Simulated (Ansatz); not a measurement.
`[OH][Sn]([F])([F])[SiH3]` and `[F][Sn]([F])([F])[SiH3]` differ in one atom or group.

Ansatz, PBE0-D4/def2-TZVP geometries, multiplicity 1. Each molecule was computed in one conformer, which needn't be the lowest.

Elements past krypton have def2 core potentials.

```
                                                                                  property  `[OH][Sn]([F])([F])[SiH3]`
ideal-gas entropy at 298 K and 1 bar (rigid rotor, harmonic PBE0-D4/def2-TZVP) / J/(mol·K)                         406
                                                       HOMO energy (B3LYP/def2-TZVPP) / eV                       -9.02
                                                     HOMO–LUMO gap (B3LYP/def2-TZVPP) / eV                        7.15
                                          size of the dipole moment (B3LYP/def2-TZVPP) / D                        3.59
                                                       LUMO energy (B3LYP/def2-TZVPP) / eV                       -1.87
                                                         LUMO energy (PBE/def2-TZVPP) / eV                       -2.49
```

(1) What does the change do to each property? (An estimate is asked.)

## Answers

(1) The calculation gave: 
| property | `[F][Sn]([F])([F])[SiH3]` | shift |
| --- | --- | --- |
| ideal-gas entropy at 298 K and 1 bar (rigid rotor, harmonic PBE0-D4/def2-TZVP) / J/(mol·K) | 383 | -23 |
| HOMO energy (B3LYP/def2-TZVPP) / eV | -9.40 | -0.38 |
| HOMO–LUMO gap (B3LYP/def2-TZVPP) / eV | 7.12 | -0.03 |
| size of the dipole moment (B3LYP/def2-TZVPP) / D | 5.58 | 1.99 |
| LUMO energy (B3LYP/def2-TZVPP) / eV | -2.28 | -0.41 |
| LUMO energy (PBE/def2-TZVPP) / eV | -2.90 | -0.41 |

With PBE0 the HOMO falls by 0.32 eV and the LUMO falls by 0.41 eV, so the gap narrows by about 0.09 eV. PBE moves the HOMO by -0.70 eV and ωB97M-V by -0.30 eV. The zero-point energy changes by -29.0 kJ/mol with -3 modes. Dipoles are sizes alone; their direction can turn. Modes under 60 cm⁻¹, often nearly free rotors, make the harmonic entropy too high.

B3LYP here is the variant with VWN-RPA as its local correlation; programs differ in this.
